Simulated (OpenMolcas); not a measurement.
Ti2+: ligand-field states by method

Ti2+ with its 6 nearest chloride ions at 2.69 Å, on the Na site of NaCl (a = 5.64056 Å, distance in the model lattice 2.820 Å). The rest of the host is ab initio model potentials to 7.6 Å, with orthogonalisation functions on the cations behind the ligands, and point charges beyond; the distance is set by hand and nothing relaxes, and no local charge compensation is placed. Ligand basis ANO-RCC-VDZP.
```
Ti    0.0000    0.0000    0.0000
Cl    2.6900    0.0000    0.0000
Cl    0.0000    2.6900    0.0000
Cl   -2.6900    0.0000    0.0000
Cl    0.0000   -2.6900    0.0000
Cl    0.0000    0.0000    2.6900
Cl    0.0000    0.0000   -2.6900
```

```yaml
Program: OpenMolcas 26.06
Basis: ANO-RCC-VDZP [5s4p2d1f]
Scalar_Hamiltonian: DKH2, point nucleus
Active_space: 2 electrons in 5 orbitals (3d)
State_averaging: 2S+1 = 3 even, 10 roots; 2S+1 = 1 even, 15 roots
Spin-orbit_coupling: RASSI with atomic mean-field integrals over the reference wave functions
```

I. CASSCF
II. SS-CASPT2, IPEA 0.25 Eh, imaginary shift 0.1 Eh (closed shells correlated: 3s 3p and the ligand valence shells)

Spin-free states (labels of O, the rotations of Oh) in cm-1, each column counted from its own energy of the first state listed:

```
State  Degeneracy      I     II
  3T1           3      0      0
  3T2           3   5724   6630
  1T2           3  11375   8580
   1E           2  11849   9490
  3A2           1  12463  14130
  3T1           3  17315  15380
  1T2           3  19561  17500
  1A1           1  21036  17390
  1T1           3  21678  20070
   1E           2  26104  24980
  1A1           1  45639  37990
```

From I to II, I's first state of the same spin (3T2) moves from 5724 to 6630 cm-1, by about +900 cm-1.

From I to II, I's first state of another spin (1T2) moves from 11375 to 8580 cm-1, by about -2800 cm-1.

I: A least-squares ligand-field fit to the states below 45000 cm-1, each weighted by its degeneracy and with a free common offset, gives 10Dq = 6807 cm-1, B = 827 cm-1 and C = 3020 cm-1 (C/B = 3.65), with an rms deviation of 95 cm-1. The same method and metal basis give the free ion B = 884 cm-1 (fit to its terms below 60000 cm-1, rms deviation 77 cm-1), so the nephelauxetic ratio is β = 827 / 884 = 0.94; it hangs on how both fits weigh the states, and computed free-ion B values tend to be too large, so β mixes covalency with correlation.

χT at 300 K: I 1.12, II 1.12 cm3 K/mol.

Roots that are degenerate in the reference are averaged as groups; the widest CASPT2 spread within a group is 140 cm-1 (the 3-fold group of multiplicity 1 near 8580 cm-1 above the lowest state of its run, II). Shifts and gaps below about the spread of the groups concerned are not significant. Over all roots computed the reference weight is 0.68 to 0.70 in II; a low but even weight reflects the number of correlated electrons. An orbital triplet at a regular site is open to Jahn-Teller coupling, which can distort the site and quench the lowest spin-orbit gaps and is left out. Ligand-to-metal charge-transfer states are missing. With no ligand orbital active B as a rule stays too high, so bands that hang on it stand too high and its fall with covalency is understated. Without dynamic correlation the repulsion within the d shell is too large (B by tens of per cent), so at a given field states of lower spin stand too high (holds for I). With metal d orbitals alone and no dynamic correlation the field as a rule comes out too small, by tens of per cent, by up to half for chloride and softer ligands (holds for I). These CASPT2 states fit no ligand-field parameters well, so their order and spin gaps are uncertain (holds for II). With one d shell and no ligand orbital active, 10Dq can be off by tens of per cent for divalent 3d ions, low with halides held by bare charges and at times high in hosts (holds for II). Free-ion shares, where given, are those of the reference states; single-state CASPT2 does not remix them (holds for II). No measured value stands beside these numbers; the geometry was set by hand and not optimised.
